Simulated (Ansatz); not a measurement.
Species: SrCl₂, charge 0, multiplicity 1. 
Coordinates optimised at B3LYP-D3(BJ)/def2-TZVP (Ansatz, a first-principles code):
SMILES: [Cl][Sr][Cl]
```xyz
3

Sr     0.1863    -0.3163     0.1135
Cl     1.5438     0.7669    -1.8498
Cl    -1.9601    -0.0599     1.5960
```

Basis-set convergence of Hartree-Fock and CCSD(T) correlation energies (hartree) with Ansatz. Cores are frozen in the correlated levels unless marked. No spin-orbit coupling. Frozen are the shells of the preceding noble gas and the d and f shells that filled before the atom's block. The outer core of K, Ca and their heavier congeners is not correlated, a term that matters for these elements. In def2 rows, elements after Kr have scalar-relativistic effective core potentials.

| basis | functions | E(HF) | E(corr, CCSD(T)) | rough core time |
|---|---|---|---|---|
| def2-SVPD | 80 | -949.27138 | -0.34268 | under 20 s |
| def2-TZVPPD | 142 | -949.57443 | -0.45614 | under 20 s |
| def2-QZVPPD | 221 | -949.60294 | -0.50000 | 30 s |

Extrapolating the two largest sets (X = 3 and 4) as X^-3: E(corr) = (64·(-0.50000) - 27·(-0.45614))/37 = -0.5320 Eh, an estimate of the basis-set limit. The largest set recovers 94.0 % of it, the smallest 64.4 %.
